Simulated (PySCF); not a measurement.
## Mn2Se, singlet: molecular constants

These are results of B3LYP/[Se def2-SVP, Mn def2-SVP], no relativity, density fitting, PySCF, not measurements.

The structure is a minimum.

Z-matrix (Å, degrees; charge 0 multiplicity 1):
```
Se
Mn 1 2.3248
Mn 2 1.6621 1 69.05
```

| Property | Result |
| --- | --- |
| Point group | C2v |
| Bond lengths | Mn–Mn 1.662 Å, Se–Mn 2.325 Å (×2) |
| Bond angles | Mn–Mn–Se 69.1° (×2), Mn–Se–Mn 41.9° |
| Highest occupied level | -4.85 eV |
| Zero-point energy | 7.3 kJ/mol |
| Dipole moment | 4.79 D |
| Atomisation energy without zero-point energy | -166 kJ/mol |
| Rotational constants | 0.2221, 0.07729, 0.05734 cm⁻¹ |
| Principal polarisabilities | 52.1, 95.9, 100.9 bohr³ |
| Heat capacity Cp at 298.15 K | 51.3 J/(mol K) |
| Principal quadrupole moments (Buckingham, traceless) about the centre of mass | -7.02, -0.09, 7.11 D Å |
| Rotational symmetry number | 2 |
| Entropy at 298.15 K and 1 bar | 295.7 J/(mol K) |
| Lowest empty level | -2.40 eV |
| Enthalpy at 298.15 K above 0 K | 12.62 kJ/mol |

Harmonic modes (masses in u: Se 79.917, Mn 54.938):
```json
{"symmetry": "b2", "ω (cm⁻¹)": "236", "IR (km/mol)": "0.1", "μ (u)": "57.63"}
{"symmetry": "a1", "ω (cm⁻¹)": "319", "IR (km/mol)": "13.0", "μ (u)": "66.92"}
{"symmetry": "a1", "ω (cm⁻¹)": "668", "IR (km/mol)": "4.2", "μ (u)": "55.04"}
```

In C2v the vibrations span b2 + 2a1. Here b1 is antisymmetric to the molecular plane and b2 lies in it.

Charges (e):
```tsv
atom	Mulliken	Löwdin	polar tensor	Mayer order to Se1
Se1	-0.36	-0.23	-0.53	–
Mn2,3	0.18	0.11	0.26	1.07
```
Other Mayer orders above 0.3: Mn–Mn 4.08.

Mulliken populations on Se1: s 7.87, p 16.44, d 10.05.

Only a few start shapes were tried, so a lower isomer may exist. At this level a broken-symmetry Ms = 4 minimum of C2v symmetry lies 504 kJ/mol below this structure. At the minimum of this search the closed-shell solution is unstable towards spin polarisation, so a lower open-shell solution exists.

The final relaxation and frequency run took 59 s on 2 threads of a shared Arm Neoverse N1 host, with 94 basis functions and 9 gradients; the process peaked at 0.87 GiB. Launch command: `OMP_NUM_THREADS=2 python axn.py task.json out`.
